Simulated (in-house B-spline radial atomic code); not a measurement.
## RPA and G0W0 on PBE: the strontium ion Sr²⁺

Configuration [Ar] 3d10 4s2 4p6, mean-field start PBE. Computed with an all-electron radial atomic-structure program (B-spline basis): all electrons, scalar-relativistic (spin-free one-electron X2C), finite nucleus, each spin shell either full or empty, empty states to l = 9 with an (l + 1/2)⁻⁴ tail; G0W0 by contour deformation at full frequency.

Command:
```bash
python run_gw.py task.json out
```
Settings (radii: box in bohr, nucleus in fm):
```
Z                        38
electrons                36
configuration            [Ar] 3d10 4s2 4p6
hamiltonian              x2c
method                   pbe,pbe
lmax                     9
rms_radius               4.224
spin_polarised           False
box_radius               17.55
intervals                69
```

Run time, properties included: 1.5 s on 1 thread of Intel(R) Xeon(R) 6975P-C (shared host).

Energies (hartree):

| term | value |
| --- | --- |
| mean-field total | -3178.29010 |
| Hartree-Fock functional on these orbitals | -3176.77312 |
| direct second order | -3.0827 |
| second-order exchange | 0.88368 |
| SOSEX correction | 0.81689 |

Q: What is the RPA correlation energy, and what remains with SOSEX?

A: RPA gives -2.6941 hartree (-2.04 eV per electron); RPA + SOSEX gives -1.8772, and the second-order doubles -2.199 hartree (no singles). SOSEX takes back 30 % of the RPA value.

Quasi-particle levels (eV):

```
level  occupied  mean field  Σx - vxc     Σc  QP weight     G0W0
   4p       yes      -36.51     -6.42      ?          ?        ?
   5s        no     -13.591      3.62  -1.01      0.978  -10.984
```

G0W0 = mean field + (Σx - vxc) + Σc, with Σc (partial-wave tail included) taken at the quasi-particle energy. Only the outer levels were computed. Levels of low weight are left out.

Q: Where does G0W0 put 4p?

A: At -43.22 eV, with Σc = -0.29 eV and a quasi-particle weight of 0.927. The tabulated removal energy is 42.884 eV (NIST, measured); the calculation leaves out spin-orbit coupling, Breit and QED terms, and what these don't explain is the method's own error.
